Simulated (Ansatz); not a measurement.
Mulliken charges of CH₅PSSi (`C[SiH]1PS1`) from B3LYP/def2-TZVPP in Ansatz (PBE0-D4/def2-TZVP geometry).

```csv
atom,x (Å),y (Å),z (Å),charge (e)
C1,-0.201,0.895,-0.921,-0.360
Si2,0.222,-0.749,-0.166,0.380
P3,0.789,-0.958,1.960,-0.033
S4,-1.137,-1.623,1.183,-0.282
H5,-0.877,0.761,-1.768,0.110
H6,-0.687,1.534,-0.183,0.117
H7,0.702,1.394,-1.282,0.108
H8,0.868,-1.685,-1.115,-0.062
H9,0.410,0.384,2.273,0.022
```

Question: By hand: the dipole of these point charges (1 e Å = 4.8032 D).

Answer: Σ q r = (0.305, 0.409, -0.365) e Å, of length 0.627 e Å = 3.01 D.

Question: How does the dipole of the full density compare? (An estimate is asked.)

Answer: The calculation gave: (0.129, 0.395, -0.341) e Å, 2.58 D; the point charges give 1.17 times that, at 15° from its direction.

Point charges leave out the atoms' own dipoles, such as those of lone pairs, and Mulliken's split depends on the basis, so the two needn't agree.

B3LYP here is the variant with VWN-RPA as its local correlation; programs differ in this.
